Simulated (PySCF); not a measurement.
Field gradients at the hydrogen positions

Compound: H6N2SSi2.
Z-matrix (Å and degrees, PBE0-D3(BJ)/def2-SVP geometry), rows numbered from 1:
```
S 
Si  1  2.1403
N   2  1.7417  1  117.27
Si  3  1.7474  2   93.70  1  -119.24
N   2  1.7419  1  117.33  3  -100.85
H   1  1.3517  2   94.11  3    50.37
H   2  1.4905  1  102.04  3   129.55
H   3  1.0087  2  132.46  1    58.69
H   4  1.4975  3  115.69  2   116.92
H   4  1.4956  3  115.62  2  -116.42
H   5  1.0087  2  132.45  1   -58.00
```

Level: PBE0/pcSseg-1 (PySCF, non-relativistic); Q(2H) = 0.00286 b; rigid geometry, the same for H and D, with no vibrational averaging.

Task: Rank these positions by the coupling χzz of a deuteron there, largest first.
A. H9 (Si–H hydrogen)
B. H6 (S–H hydrogen)
C. H8 (N–H hydrogen)

Result: C (290 kHz), B (150 kHz), A (90 kHz).

Task: What are Vzz, η and χzz (234.96 MHz × Q × Vzz) at all hydrogens?

Result: 
| atom | bonded to | bond length (Å) | Vzz (au) | η | χzz (kHz) |
| --- | --- | --- | --- | --- | --- |
| H6 | S1 | 1.352 | 0.2236 | 0.12 | 150 |
| H7 | Si2 | 1.490 | 0.1379 | 0.01 | 93 |
| H8 | N3 | 1.009 | 0.4311 | 0.12 | 290 |
| H9 | Si4 | 1.498 | 0.1339 | 0.03 | 90 |
| H10 | Si4 | 1.496 | 0.1350 | 0.02 | 91 |
| H11 | N5 | 1.009 | 0.4311 | 0.12 | 290 |

Task: Average by the element that carries the hydrogen.

Result: on S: 150 kHz over 1 position, mean bond length 1.352 Å; on Si: 91 kHz over 3 positions, mean bond length 1.495 Å; on N: 290 kHz over 2 positions, mean bond length 1.009 Å.

Task: A static deuteron (I = 1) shows a doublet split by (3/2)χ, (3/4)χ(1 + η) and (3/4)χ(1 − η) with the field along z, y and x of the gradient. What are these for H10?

Result: With |χ| = 90.7 kHz and η = 0.024: 136, 70 and 66 kHz, to first order and without motion.

One conformer (not necessarily the lowest) at the PBE0-D3(BJ)/def2-SVP geometry, without solvent, vibrations or thermal averaging. The small basis limits the accuracy of the gradients.
